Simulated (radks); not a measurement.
Task: These are the eigenvalues of the occupied orbitals of an atom or ion with whole-number occupations (hartree). All-electron calculation, scalar-relativistic Kohn-Sham, revPBE, spin-unpolarised, spherical densities, finite nucleus; Fermi nuclear charge, rms radius of each element as measured or else 0.836 A^(1/3) + 0.57 fm. Program: a radial shooting solver on a logarithmic mesh with Libxc functionals.

1s: -198.2128
2s: -23.12154
2p: -19.46760
3s: -3.47097
3p: -2.49566
3d: -1.01320
4s: -0.73385

Which element is it, and in what charge state? The configuration may be excited.

Result: Z = 23, vanadium, charge +2: V2+ in [Ne] 3s2 3p5 3d3 4s1. The list shows which subshells hold electrons but not how many an open one holds; the 1s level, -198.21 hartree, gives Z - s = 19.9 by -(Z - s)^2/2, which with screening and relativity narrows Z to a few neighbours, and the depths of the outer levels then fix element, charge and occupations together.
